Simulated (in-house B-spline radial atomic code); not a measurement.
How numerical settings move a run on S, [Ne] 3s2 3p4. Computed with a B-spline radial code for spherical atoms: scalar-relativistic (X2C) BLYP, spin-polarised, spherical fractional occupations, Fermi nucleus of rms radius 3.2611 fm.

Command:
```bash
python run_scf.py task.json out
```
Settings of the sound reference run:
```
Z                16
electrons        16
configuration    [Ne] 3s2 3p4
hamiltonian      x2c
method           b88,lyp
spin_polarised   True
nucleus          fermi
rms_radius       3.2611
mass_number      32
atomic_mass      31.97207
speed_of_light   137.036
knot_spacing     0.22
spline_order     8
gauss_points     12
box_radius       50
max_iterations   70
damping          0.5
damped_steps     3
diis_vectors     10
tolerance        1e-08
start            Thomas-Fermi
```

Run time, properties included: 0.26 s on 1 thread of Arm Neoverse V1 (shared host).

It converges in 10 iterations to -399.225150 hartree, with 3p down at -5.9337 eV. The other runs change the listed settings, some to values that make no sense; their results aren't properties of the atom or ion. Radii are in bohr (the nuclear one in fm), a minus after a letter asks for a j subshell, and «unchanged» means within 1e-8 hartree. The run stops when the residual is below 10 × tolerance × max(1, Z/10), or a noise floor if that is larger, and the energy moves by less than 1e-8 × √|E| hartree; so very loose and very tight tolerances often act alike.

```tsv
changed settings	outcome
hamiltonian = dirac, method = hf, spin_polarised = False, speed_of_light = 14.40248	converged in 12 iterations to -769.5013 hartree, a different physical problem
box_radius = 100, max_iterations = 75, start = bare nucleus	converged in 10 iterations, energy -2.13e-08 hartree from the reference, 3p down level +1.3e-05 eV
max_iterations = 2	not converged after 2 iterations, last residual 1.3e-01, last energy +8.35e-01 hartree from the reference
max_iterations = 5	not converged after 5 iterations, last residual 3.8e-03, last energy +8.05e-04 hartree from the reference
max_iterations = 12	converged in 10 iterations, energy unchanged
gauss_points = 6, first_knot = 6.25e-05, max_iterations = 12	converged in 10 iterations, energy +9.35e-07 hartree from the reference, 3p down level +5.3e-06 eV
max_iterations = 3	not converged after 3 iterations, last residual 2.9e-02, last energy +5.00e-02 hartree from the reference
start = bare nucleus	converged in 10 iterations, energy unchanged, 3p down level +1.2e-05 eV
spline_order = 3, gauss_points = 16, first_knot = 0.188, max_iterations = 50, tolerance = 1e-06	converged in 9 iterations, energy +5.80e+01 hartree from the reference, 3p down level -7.0e-01 eV
damped_steps = 8	converged in 13 iterations, energy unchanged, 3p down level +5.7e-06 eV
electrons = 19, configuration = [Ne] 3s2 3p7, max_iterations = 60	stopped with error: shell 3p holds at most 3 electrons (per spin)
damped_steps = 1	converged in 9 iterations, energy unchanged, 3p down level +6.6e-06 eV
```

(1) What happens with electrons = 17, configuration = [Ne] 3s2 3p4 1f1, max_iterations = 75?

(2) What happens with damped_steps = 0?

(3) What happens with damped_steps = 30?

(4) What happens with knot_spacing = 0.75, spline_order = 5, gauss_points = 16, max_iterations = 50, tolerance = 0.01?

Answers

(1) Stopped with error: there is no 1f shell.

(2) Converged in 8 iterations, energy unchanged, 3p down level +1.1e-05 eV.

(3) Converged in 20 iterations, energy unchanged, 3p down level +2.0e-06 eV.

(4) Converged in 9 iterations, energy +2.28e-01 hartree from the reference, 3p down level -8.4e-02 eV.
